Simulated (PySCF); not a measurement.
# Se⁺ (selenium, charge +1) across methods

[Ar] 3d10 4s2 4p2 4d1, one real determinant (an excited configuration). All numbers are calculated (PySCF 2.14, a scalar-relativistic core potential, in aug-cc-pwCVTZ-PP with ECP10MDF).

```
 method  E (hartree)  mean ε 4s β (eV)  mean ε 4p α (eV)  mean ε 4d α (eV)  Σ⟨r²⟩ (bohr²)   ⟨S²⟩
  HSE06    -372.2678           -29.204           -19.709            -5.966          38.46  3.751
r2SCAN0    -372.1601           -29.727           -20.553            -6.287          38.50  3.751
wB97X-V    -372.2644           -32.133           -22.413            -7.786          38.29  3.751
 r2SCAN    -372.1657           -28.555           -19.212            -5.775          38.46  3.751
    UHF   -371.05095           -31.956           -24.064            -7.387          39.57  3.753
   PBE0    -372.2737           -29.448           -20.143            -6.334          38.40  3.751
    LDA    -371.7600           -28.691           -18.674            -5.723          38.22  3.750
  wB97X    -372.3358           -32.397           -22.415            -7.743          38.18  3.751
    PBE    -372.3200           -28.192           -18.613            -5.808          38.31  3.751
```

⟨L²⟩ = 7.90 against 12 for a pure F term, so this real determinant mixes terms. Energies and moments cover only the electrons outside the core potential. The outer electron is Rydberg-like, and this basis confines it to a smaller radius and binds it less than a complete one would.
